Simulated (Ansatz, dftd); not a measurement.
System: SnOH3, charge 0, doublet. SnOH3 (SMILES [OH][SnH2], doublet).
B3LYP-D3(BJ)/def2-TZVP minimum from Ansatz (a quantum-chemistry and plane-wave program):
```xyz
5

Sn    -0.1908    -0.2079     0.0604
O      1.2333     1.0905    -0.4552
H     -1.3312     0.0222    -1.2233
H     -0.8358     0.3482     1.5840
H      1.8421     1.3001     0.2612
```
Charge 0, spin multiplicity 2.

Property: atomisation energy (electronic, to ground-state atoms), in kJ/mol. Radicals and triplets start from unrestricted determinants; spin-orbit coupling is neglected. Cores are frozen in correlated methods (noble-gas shells, and filled d and f shells in the p block). Past Kr the def2 sets carry scalar-relativistic core potentials. CBS(X,Y): correlation extrapolated as X^-3, Hartree-Fock from the larger set. A bracket is a step between two methods taken in the basis named. For partners of very few electrons the exact lower level stands in for a higher one. Spin-orbit terms, left out, reach several kcal/mol for Br and I, and more for heavier atoms.

```tsv
level	program	atomisation energy (kJ/mol)	difference against the last row
HF/def2-QZVPP	Ansatz	832.0	-450.9
PBE-D4/def2-TZVPD	Ansatz + dftd4	1281.8	-1.1
r2SCAN-D3(BJ)/def2-TZVPD	Ansatz + dftd3	1273.0	-9.9
r2SCAN/def2-TZVPD	Ansatz	1271.5	-11.4
B3LYP-D4/def2-TZVPD	Ansatz + dftd4	1265.0	-17.9
r2SCANh-D4/def2-TZVPD	Ansatz + dftd4	1256.9	-26.0
wB97M-V/def2-TZVPD	Ansatz	1266.0	-16.9
MP2/def2-SVP	Ansatz	1144.4	-138.5
MP2/def2-QZVPP	Ansatz	1276.1	-6.8
CCSD/def2-TZVPP	Ansatz	1215.8	-67.1
CCSD(T)/CBS(def2-TZVPP,def2-QZVPP)	Ansatz	1281.6	-1.3
CCSDT(Q)/def2-SVP	Ansatz	1141.0	-141.9
CCSDT(Q)/def2-TZVPP	Ansatz	1238.3	-44.6
CCSD(T)/CBS(def2-TZVPP,def2-QZVPP) + [CCSDT(Q) - CCSD(T)]/def2-SVP	Ansatz	1284.7	1.8
CCSD(T)/CBS(def2-TZVPP,def2-QZVPP) + [CCSDT(Q) - CCSD(T)]/def2-TZVPP	Ansatz	1282.9	0.0
```
